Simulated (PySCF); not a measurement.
A run for PySCF: R-B3LYP/6-31G* on CH7GeN (SMILES [CH3][GeH2][NH2]), a point of a torsion scan.

```python
from pyscf import gto, scf, dft, mp
from pyscf.data.elements import chemcore

mol = gto.M(
    atom='''
    C     1.29626157    0.49468258    0.00154562
    Ge   -0.17388824   -0.80499057   -0.07269217
    N    -1.74026967    0.10325596    0.12418666
    H     2.26173360   -0.00141437    0.02713807
    H     1.27614185    1.14904464   -0.86685548
    H     1.20779779    1.11035928    0.89322064
    H    -0.13498141   -1.79992165    1.05378708
    H    -0.13696801   -1.60238211   -1.36138689
    H    -2.55445381   -0.28591451   -0.32911685
    H    -1.69562458    1.08208178   -0.12380457
    ''',
    basis='6-31g*',
    cart=True,
    charge=0, spin=0, verbose=3, max_memory=1800)
mf = dft.RKS(mol, xc='b3lyp')
mf.conv_tol = 1e-8
mf.max_cycle = 100
mf.kernel()
if not mf.converged:
    mf = mf.newton().run(mf.mo_coeff, mf.mo_occ)
```

Program output:

```
converged SCF energy = -2173.83609643162
```

The run converged.

Cost: very roughly 11 core-seconds.
